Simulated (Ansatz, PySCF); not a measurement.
C2H8Ti, SMILES [CH3][TiH2][CH3], multiplicity 1. Atoms are numbered in the order given.

```xyz
11

Ti    -0.6119    -0.2448    -0.3644
C      1.0504     0.5060    -1.2699
H      1.4255    -0.2855    -1.9465
H      1.8445     0.8126    -0.5695
H      0.7171     1.3743    -1.8699
C     -0.4236    -0.2553     1.6632
H     -0.5523    -1.3059     1.9864
H     -1.2567     0.3557     2.0600
H      0.5401     0.1371     2.0272
H     -0.8487    -1.8491    -0.9000
H     -1.9504     0.7292    -0.7841
```
Charge 0, spin multiplicity 1.

Geometry optimised at B3LYP-D3(BJ)/def2-SVP. The multiplicity is an assumed one; no other spin state was optimised. The structure was generated by enumeration; whether it is a known compound was not checked.

Two levels are set side by side: PBE-D3(BJ)/def2-SVP (Ansatz, a first-principles code) and B3LYP-D3(BJ)/def2-SVP (Ansatz). Each level has its own optimised geometry; the coordinates shown are those of the second. Frequencies come from the Hessian of PySCF at each geometry. Differences are taken from unrounded values.

```
quantity                            B3LYP-D3(BJ)  PBE-D3(BJ)  PBE-D3(BJ) minus B3LYP-D3(BJ)
----------------------------------  ------------  ----------  -----------------------------
mean bond length (Å)                       1.412       1.419                          0.007
bond Ti1–C2 (Å)                            2.036       2.034                         -0.003
bond Ti1–C6 (Å)                            2.036       2.034                         -0.003
bond Ti1–H10 (Å)                           1.708       1.723                          0.015
bond Ti1–H11 (Å)                           1.708       1.723                          0.015
bond C2–H3 (Å)                             1.107       1.115                          0.008
bond C2–H4 (Å)                             1.102       1.109                          0.007
bond C2–H5 (Å)                             1.107       1.115                          0.008
bond C6–H7 (Å)                             1.107       1.115                          0.008
bond C6–H8 (Å)                             1.107       1.115                          0.008
bond C6–H9 (Å)                             1.102       1.109                          0.007
highest harmonic wavenumber (cm⁻¹)          3123        3078                            -45
mean harmonic wavenumber (cm⁻¹)             1281        1245                            -36
zero-point energy (kcal/mol)               49.45       48.07                          -1.38
```

Exact exchange shortens and stiffens bonds; PBE has none. Differences between two approximate levels are no errors against the true value.
